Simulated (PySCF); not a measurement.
# Working out the excitation energy of Sb

Sb [Kr] 4d10 5s2 5p3 (4S) → Sb [Kr] 4d10 5s2 5p2 6s1 (4P). Computed with PySCF 2.14 in aug-cc-pwCVDZ-PP with ECP28MDF (6s5p4d1f, 48 functions), with scalar relativity through the core potential. Frozen: 4s2 4p6 4d10. Energies in hartree (1 hartree = 27.21139 eV):

```csv
part,Sb (lower),Sb (upper)
UHF,-239.273470,-239.060052
CCSD correlation,-0.064435,-0.064303
(T),-0.001180,-0.001383
```

Question: What does Hartree-Fock give?

Answer: (-239.060052) − (-239.273470) = 0.213418 hartree = 5.807 eV.

Question: What do CCSD and CCSD(T) give?

Answer: The CCSD correlation energies differ by 0.000132 hartree = 0.004 eV and the triples by -0.000203 hartree = -0.006 eV, so CCSD gives 5.811 eV and CCSD(T) 5.805 eV.

Measured between the centres of the two terms (NIST): 5.789 eV, so CCSD(T) (valence) is off by 0.016 eV.

A double-zeta basis recovers only part of the correlation energy.

What remains against the reference includes basis incompleteness, the frozen core and higher excitations.
